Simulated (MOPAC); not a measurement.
A run for MOPAC: PM6 on ClGeH3O (SMILES [OH][GeH2][Cl]), a point of a torsion scan.

```
PM6 1SCF PRECISE CHARGE=0 THREADS=1
ClGeH3O

O      1.24129623 1     0.06058732 1    -0.46437847 1
Ge    -0.39654860 1    -0.14333597 1     0.06555391 1
Cl    -0.52789541 1    -2.05159877 1     0.91770480 1
H      1.90142566 1     0.42957286 1     0.11814994 1
H     -1.17280229 1    -0.07851350 1    -1.21295211 1
H     -0.76565707 1     0.91831515 1     1.07420504 1
```

Program output:

```
*******************************************************************************
 **                                                                           **
 **                              MOPAC v23.2.5                                **
 **                                                                           **
 *******************************************************************************
 ** MOPAC's Digital Object Identifier: https://doi.org/10.5281/zenodo.6511958 **
 **                                                                           **
 ** Please cite the open-source release paper for use of this MOPAC version:  **
 ** J. E. Moussa and J. J. P. Stewart (2026)                                  **
 ** MOPAC: An open-source semiempirical molecular orbital program             **
 ** J. Open Source Softw., 11(119), 8025, https://doi.org/10.21105/joss.08025 **
 *******************************************************************************

                              PM6 CALCULATION RESULTS

 *******************************************************************************
 *  PM6        - The PM6 Hamiltonian to be used
 *
 *
 *
 *                 CHARGE ON SYSTEM = 0
 *
 *
 *
 *  PRECISE    - TIGHTER CRITERIA TO BE USED
 *  1SCF       - DO 1 SCF AND THEN STOP
 *  THREADS=1  - MULTI-THREADING NOT USED
 *  T=         - A TIME OF 172800.0 SECONDS REQUESTED
 *  DUMP=N     - RESTART FILE WRITTEN EVERY 7200.0 SECONDS REQUESTED
 *******************************************************************************
PM6 1SCF PRECISE CHARGE=0 THREADS=1
 ClGeH3O

   ATOM   CHEMICAL          X               Y               Z
  NUMBER   SYMBOL      (ANGSTROMS)     (ANGSTROMS)     (ANGSTROMS)

     1       O          1.24129623  *   0.06058732  *  -0.46437847  *
     2      Ge         -0.39654860  *  -0.14333597  *   0.06555391  *
     3      Cl         -0.52789541  *  -2.05159877  *   0.91770480  *
     4       H          1.90142566  *   0.42957286  *   0.11814994  *
     5       H         -1.17280229  *  -0.07851350  *  -1.21295211  *
     6       H         -0.76565707  *   0.91831515  *   1.07420504  *



          CARTESIAN COORDINATES

    NO.       ATOM           X           Y           Z

     1         O          1.2413      0.0606     -0.4644
     2        Ge         -0.3965     -0.1433      0.0656
     3        Cl         -0.5279     -2.0516      0.9177
     4         H          1.9014      0.4296      0.1181
     5         H         -1.1728     -0.0785     -1.2130
     6         H         -0.7657      0.9183      1.0742

 General Reference for PM6:
 "Optimization of Parameters for Semiempirical Methods V: Modification of NDDO Approximations
 and Application to 70 Elements", J. J. P. Stewart, J. Mol. Mod., 13, 1173-1213 (2007)
 URL: https://link.springer.com/article/10.1007/s00894-007-0233-4

           Empirical Formula: H3 O Ge Cl  =     6 atoms



      MOLECULAR POINT GROUP   :   C1


      RHF CALCULATION, NO. OF DOUBLY OCCUPIED LEVELS = 10


 -------------------------------------------------------------------------------
 PM6 1SCF PRECISE CHARGE=0 THREADS=1
 ClGeH3O



     1SCF WAS SPECIFIED, SO BFGS WAS NOT USED
     SCF FIELD WAS ACHIEVED


                              PM6 CALCULATION
                                                       MOPAC v23.2.5 Linux




          FINAL HEAT OF FORMATION =        -72.54775 KCAL/MOL =    -303.53980 KJ/MOL


          COSMO AREA              =        105.53 SQUARE ANGSTROMS
          COSMO VOLUME            =         92.61 CUBIC ANGSTROMS

          IONIZATION POTENTIAL    =         10.727863 EV
          HOMO LUMO ENERGIES (EV) =        -10.728 -0.387
          NO. OF FILLED LEVELS    =         10
          MOLECULAR WEIGHT        =        127.0661         POINT GROUP:  C1

          MOLECULAR DIMENSIONS (Angstroms)

            Atom       Atom       Distance
            H     4   Cl     3     3.56330
            H     5   Cl     3     2.61803
            O     1    H     6     2.37568


          SCF CALCULATIONS        =          1





   ATOM   CHEMICAL          X               Y               Z
  NUMBER   SYMBOL      (ANGSTROMS)     (ANGSTROMS)     (ANGSTROMS)

     1       O          1.24129623  *   0.06058732  *  -0.46437847  *
     2      Ge         -0.39654860  *  -0.14333597  *   0.06555391  *
     3      Cl         -0.52789541  *  -2.05159877  *   0.91770480  *
     4       H          1.90142566  *   0.42957286  *   0.11814994  *
     5       H         -1.17280229  *  -0.07851350  *  -1.21295211  *
     6       H         -0.76565707  *   0.91831515  *   1.07420504  *

                             CARTESIAN COORDINATES

   1    O        1.241296230     0.060587320    -0.464378470
   2   Ge       -0.396548600    -0.143335970     0.065553910
   3   Cl       -0.527895410    -2.051598770     0.917704800
   4    H        1.901425660     0.429572860     0.118149940
   5    H       -1.172802290    -0.078513500    -1.212952110
   6    H       -0.765657070     0.918315150     1.074205040


           Empirical Formula: H3 O Ge Cl  =     6 atoms



      MOLECULAR POINT GROUP   :   C1


                  EIGENVALUES
 -28.72972 -26.51393 -20.50932 -17.09624 -14.18137 -13.76948 -12.28455 -11.55838
 -11.27076 -10.72786  -0.38686   0.57847   2.30641   2.42096   5.47515  90.66716
  90.78134  90.83293  91.47731  91.47798


              NET ATOMIC CHARGES AND DIPOLE CONTRIBUTIONS

  ATOM NO.   TYPE          CHARGE      No. of ELECS.   s-Pop       p-Pop       d-Pop
    1          O          -0.726848        6.7268     1.71669     5.01015
    2         Ge           0.680775        3.3192     1.14922     2.17001
    3         Cl          -0.326110        7.3261     1.99631     5.32644     0.00336
    4          H           0.338732        0.6613     0.66127
    5          H           0.037618        0.9624     0.96238
    6          H          -0.004167        1.0042     1.00417
 DIPOLE           X         Y         Z       TOTAL
 POINT-CHG.    -1.906     3.200     0.350     3.741
 HYBRID         0.740    -0.321     0.337     0.874
 SUM           -1.167     2.879     0.687     3.181


          ATOMIC ORBITAL ELECTRON POPULATIONS

     Atom    s        px        py        pz      x^2-y^2     xz        z^2       yz        xy
    1  O   1.71669   1.45860   1.85997   1.69158
    2 Ge   1.14922   0.59518   0.70999   0.86484
    3 Cl   1.99631   1.95732   1.48656   1.88256   0.00131   0.00011   0.00034   0.00121   0.00039
    4  H   0.66127
    5  H   0.96238
    6  H   1.00417

 **********************
 *                    *
 * JOB ENDED NORMALLY *
 *                    *
 **********************




 == MOPAC DONE ==
```

The run finished.

Cost: very roughly 0.020 core-seconds.
